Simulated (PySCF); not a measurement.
PySCF 2.14 output of an unrestricted BHandHLYP calculation on a single atom or ion in aug-cc-pwCVTZ-DK with one added diffuse shell each of s, p, d, f, g type (12s11p9d5f4g, 161 functions), with the spin-free X2C one-electron Hamiltonian (Gaussian nucleus):

```
SCF conv_tol = 1e-09
number electrons alpha = 22  beta = 19
    A. D. Becke.,  J. Chem. Phys. 98, 1372 (1993)
    Defined through Gaussian implementation.
cycle= 1 E= -3598.14920065236  delta_E= -0.0198  |g|= 0.0402  |ddm|= 2.44
cycle= 2 E= -3598.15246099624  delta_E= -0.00326  |g|= 0.0415  |ddm|= 0.385
cycle= 3 E= -3598.15381036688  delta_E= -0.00135  |g|= 0.00999  |ddm|= 0.22
cycle= 4 E= -3598.15438299402  delta_E= -0.000573  |g|= 0.00526  |ddm|= 0.178
cycle= 5 E= -3598.15481383744  delta_E= -0.000431  |g|= 0.00176  |ddm|= 0.206
cycle= 6 E= -3598.15486880278  delta_E= -5.5e-05  |g|= 0.000651  |ddm|= 0.0824
cycle= 7 E= -3598.15487114914  delta_E= -2.35e-06  |g|= 0.000118  |ddm|= 0.0165
cycle= 8 E= -3598.15487118518  delta_E= -3.6e-08  |g|= 1.27e-05  |ddm|= 0.00148
cycle= 9 E= -3598.1548711858  delta_E= -6.24e-10  |g|= 2.8e-06  |ddm|= 0.000262
converged SCF energy = -3598.1548711858  <S^2> = 3.7875752  2S+1 = 4.0187437
```

The run itself started from symmetry-adapted Hartree-Fock orbitals and held the occupation by maximum overlap, on a logarithmic radial grid, so the iterations belong to that start.

Question: Which element, charge and spin multiplicity is this?

Answer: Zr⁻ (zirconium, charge -1), multiplicity 4; the state was [Kr] 4d3 5s2, high-spin 4F determinant.

At BHandHLYP the highest occupied level has a positive energy, so only the finite basis holds that electron; in a semilocal or global hybrid functional this comes from self-interaction and does not mean that the real anion is unbound.
